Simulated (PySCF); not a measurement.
The dipole of cycloheptatriene (`C1=CC=CCC=C1`) from its density and from atomic charges.

Coordinates (PBE0-D3(BJ)/def2-SVP, Å) and charges (e) from the PBE0/pcSseg-1 density (PySCF):

```
atom       x       y       z  Mulliken      IAO  Hirshfeld  ESP-fitted
  C1   1.193  -1.022  -0.126   -0.1323  -0.1585    -0.0480     -0.1098
  C2   1.478   0.311  -0.204   -0.1322  -0.1585    -0.0481     -0.1130
  C3   0.587   1.383   0.168   -0.0976  -0.1664    -0.0610     -0.1742
  C4  -0.760   1.342   0.067   -0.1639  -0.1293    -0.0326     -0.1587
  C5  -1.457   0.214  -0.633   -0.1299  -0.2720    -0.0747     -0.0960
  C6  -1.264  -1.015   0.205   -0.1638  -0.1293    -0.0326     -0.1427
  C7  -0.048  -1.589   0.341   -0.0976  -0.1665    -0.0609     -0.1850
  H8   2.019  -1.720  -0.300   +0.1053  +0.1477    +0.0452     +0.1198
  H9   2.512   0.588  -0.434   +0.1053  +0.1477    +0.0452     +0.1192
 H10   1.052   2.283   0.586   +0.1099  +0.1504    +0.0469     +0.1393
 H11  -1.357   2.155   0.493   +0.1040  +0.1457    +0.0454     +0.1374
 H12  -2.522   0.433  -0.785   +0.1275  +0.1456    +0.0466     +0.0973
 H13  -0.995   0.057  -1.625   +0.1515  +0.1475    +0.0366     +0.0934
 H14  -2.130  -1.461   0.704   +0.1040  +0.1457    +0.0454     +0.1314
 H15   0.020  -2.548   0.867   +0.1099  +0.1504    +0.0469     +0.1416
```

**Question.** What dipole does each set of charges give (1 e·Å = 4.803 D), and what does the density give?

**Answer.** The full density gives (-0.30, 0.07, 0.13) D, 0.34 D in size; dipole vectors point from the negative to the positive end.

```
    scheme     μx    μy     μz  size (D)  share of the full size (%)  angle to the full dipole (°)
  Mulliken  -0.60  0.10  -0.52      0.80                         238                            63
       IAO  -0.22  0.06   0.17      0.29                          85                            14
 Hirshfeld  -0.21  0.05   0.08      0.23                          68                             2
ESP-fitted  -0.31  0.07   0.07      0.32                          97                            10
```

**Question.** Which set comes closest?

**Answer.** Length of the difference vector: ESP-fitted 0.06 D, IAO 0.09 D, Hirshfeld 0.11 D, Mulliken 0.71 D. Closest: ESP-fitted. 

**Question.** What is left for the Hirshfeld atoms' own dipoles?

**Answer.** The shares of the density sum to the whole, so what Σ q r misses lies in dipoles about the nuclei. The atomic dipoles sum to (-0.30, 0.07, 0.13) − (-0.21, 0.05, 0.08) = (-0.09, 0.02, 0.05) D, 0.11 D in size.

**Question.** With the origin at the mean of the coordinates, (-0.112, -0.039, -0.045) Å, which are the largest single terms, by size, of the ESP-fitted dipole along the direction of the full one?

**Answer.** H8 -1.37, H9 -1.36, H11 +1.19, H14 +1.13, H12 +0.93 D; all 15 atoms together +0.32 D. The single terms depend on the origin, their sum doesn't.

**Question.** Give the size of the full dipole in other units.

**Answer.** 0.34 D = 0.132 au = 0.070 e·Å = 1.12 × 10⁻³⁰ C·m.

Isolated species at its PBE0-D3(BJ)/def2-SVP geometry (one conformer only).
